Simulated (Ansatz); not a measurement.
Cartesian coordinates in Å:
```
C 2.1630 -1.2761 -0.3910
C 0.8430 -0.7524 0.0391
C -0.0611 -1.2246 0.9550
C -1.1650 -0.3320 0.9736
C -0.9111 0.6659 0.0686
C -1.7078 1.8540 -0.3256
N 0.3104 0.3940 -0.4878
H 2.9713 -0.5616 -0.2025
H 2.3942 -2.1875 0.1604
H 2.1816 -1.5216 -1.4582
H 0.0616 -2.1181 1.5480
H -2.0524 -0.4092 1.5832
H -1.9730 1.8388 -1.3881
H -2.6361 1.8798 0.2449
H -1.1745 2.7907 -0.1319
H 0.7561 0.9597 -1.1877
```

Charge 0, multiplicity 1.

Task: List the PBE/def2-TZVPP orbital energies in eV (the Gaussian-basis code of Ansatz). (Best estimate.)

Result: Computed: Occupied: -381.34, -269.26, -269.26, -268.86, -268.86, -268.07, -268.06, -24.24, -19.13, -18.87, -17.81, -15.60, -14.24, -13.75, -11.86, -10.69, -10.29, -10.16, -10.06, -9.72, -9.17, -8.77, -8.69, -8.39, -5.64, -4.56. Lowest empty: 0.20, 0.27, 0.98, 1.33, 1.44, 1.81, 2.33, 2.60.
